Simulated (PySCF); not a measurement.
Radial density of S- (sulfur, charge -1)

BLYP, [Ne] 3s2 3p5, 2P determinant. Calculation: PySCF 2.14, in aug-cc-pwCVDZ (6s5p3d, 36 functions); no relativity, point nucleus.

```tsv
r (bohr)	4πr²ρ (e/bohr)	4πr²(ρα − ρβ)
0.00136	0.05921	0.0000
0.00229	0.1631	0.0000
0.00385	0.4379	0.0000
0.00648	1.141	0.0000
0.0109	2.801	0.0001
0.0183	6.260	0.0002
0.0308	11.91	0.0008
0.0518	17.45	0.0040
0.0872	17.14	0.0176
0.147	12.31	0.0582
0.247	15.21	0.1062
0.415	16.43	0.0510
0.698	5.810	0.0250
1.17	3.182	0.3803
1.97	3.083	0.4743
3.32	0.8665	0.1319
5.59	0.1100	0.0058
9.40	0.004441	-0.0001
```

At BLYP the highest occupied level has a positive energy, so only the finite basis holds that electron; in a semilocal or global hybrid functional this comes from self-interaction and does not mean that the real anion is unbound.
